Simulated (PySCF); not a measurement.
CH2Cl (SMILES [CH2]Cl), doublet, at a GFN2-xTB geometry; PySCF with BLYP/6-31G*.

The PySCF input:
```python
from pyscf import gto, scf, dft

mol = gto.Mole()
mol.atom = '''
    C    -1.09862696    0.00303740   -0.02301348
    Cl    0.57686873   -0.00159488    0.01208396
    H    -1.60478493    0.94530203   -0.03926969
    H    -1.61022182   -0.93641342   -0.02807665
'''
mol.basis = '6-31g*'
mol.spin = 1
mol.verbose = 4
mol.build()

mf = dft.UKS(mol)
mf.xc = 'blyp'
mf.init_guess = '1e'
mf = mf.newton()
mf.kernel()
```

Predict the main parts of the log of this PySCF run.


```
PySCF version 2.14.0

[INPUT] verbose = 4
[INPUT] num. atoms = 4
[INPUT] num. electrons = 25
[INPUT] charge = 0
[INPUT] spin (= nelec alpha-beta = 2S) = 1
[INPUT] symmetry False subgroup None
[INPUT] Mole.unit = angstrom
[INPUT] Symbol           X                Y                Z      unit          X                Y                Z       unit  Magmom
[INPUT]  1 C     -1.098626960000   0.003037400000  -0.023013480000 AA   -2.076104067463   0.005739854131  -0.043489174373 Bohr   0.0
[INPUT]  2 Cl     0.576868730000  -0.001594880000   0.012083960000 AA    1.090123909526  -0.003013886402   0.022835374900 Bohr   0.0
[INPUT]  3 H     -1.604784930000   0.945302030000  -0.039269690000 AA   -3.032604006529   1.786361941695  -0.074208959097 Bohr   0.0
[INPUT]  4 H     -1.610221820000  -0.936413420000  -0.028076650000 AA   -3.042878239599  -1.769564903167  -0.053057178995 Bohr   0.0

nuclear repulsion = 45.9885808427322
number of shells = 18
number of NR pGTOs = 86
number of NR cGTOs = 36
basis = 6-31g*
ecp = {}

******** <class 'pyscf.soscf.newton_ah.SecondOrderUKS'> ********
method = SecondOrderUKS
initial guess = 1e
damping factor = 0
level_shift factor = 0
DIIS = <class 'pyscf.scf.diis.CDIIS'>
diis_start_cycle = 1
diis_space = 8
diis_damp = 0
SCF conv_tol = 1e-09
SCF conv_tol_grad = None
SCF max_cycles = 50
direct_scf = True
direct_scf_tol = 1e-13
number electrons alpha = 13  beta = 12
XC library pyscf.dft.libxc version 7.1.2
    S. Lehtola, C. Steigemann, M. J. T. Oliveira, and M. A. L. Marques,  SoftwareX 7, 1–5 (2018)
XC functionals = blyp
    A. D. Becke,  Phys. Rev. A 38, 3098 (1988)
    C. Lee, W. Yang, and R. G. Parr,  Phys. Rev. B 37, 785 (1988)
    B. Miehlich, A. Savin, H. Stoll, and H. Preuss,  Chem. Phys. Lett. 157, 200 (1989)
radial grids:
    Treutler-Ahlrichs [JCP 102, 346 (1995); DOI:10.1063/1.469408] (M4) radial grids

becke partition: Becke, JCP 88, 2547 (1988); DOI:10.1063/1.454033
pruning grids: <function nwchem_prune>
grids dens level: 3
symmetrized grids: False
atomic radii adjust function: <function treutler_atomic_radii_adjust>
small_rho_cutoff = 0
******** <class 'pyscf.dft.uks.UKS'> Newton solver flags ********
SCF tol = 1e-09
conv_tol_grad = None
max. SCF cycles = 50
direct_scf = True
direct_scf_tol = 1e-13
max_cycle_inner = 12
max_stepsize = 0.05
ah_start_tol = 1e+09
ah_level_shift = 0
ah_conv_tol = 1e-12
ah_lindep = 1e-14
ah_start_cycle = 1
ah_max_cycle = 40
ah_grad_trust_region = 2.5
kf_interval = 4
kf_trust_region = 5
canonicalization = True
Set conv_tol_grad to 3.16228e-05
Initial guess from hcore.

tot grids = 52616
Initial guess E= -478.696983925785  |g|= 3.82389
macro= 0  E= -484.447310955739  delta_E= -5.75033  |g|= 3.57318  3 KF 15 JK
macro= 1  E= -490.626138505313  delta_E= -6.17883  |g|= 3.28842  3 KF 15 JK
macro= 2  E= -493.854715125441  delta_E= -3.22858  |g|= 2.42671  3 KF 15 JK
macro= 3  E= -496.52201394704  delta_E= -2.6673  |g|= 1.6803  3 KF 15 JK
macro= 4  E= -498.264895400859  delta_E= -1.74288  |g|= 0.93139  3 KF 15 JK
macro= 5  E= -499.154050950699  delta_E= -0.889156  |g|= 0.257468  3 KF 17 JK
macro= 6  E= -499.345050765728  delta_E= -0.191  |g|= 0.144173  4 KF 20 JK
macro= 7  E= -499.388145990642  delta_E= -0.0430952  |g|= 0.0164841  4 KF 15 JK
macro= 8  E= -499.388349602154  delta_E= -0.000203612  |g|= 9.01003e-05  3 KF 15 JK
macro= 9  E= -499.388349602153  delta_E= 1.36424e-12  |g|= 1.02335e-05  1 KF 2 JK
Canonicalize SCF orbitals
macro X = 10  E=-499.388349602153  |g|= 1.02335e-05  total 31 KF 155 JK
converged SCF energy = -499.388349602153  <S^2> = 0.75285658  2S+1 = 2.0028545
```
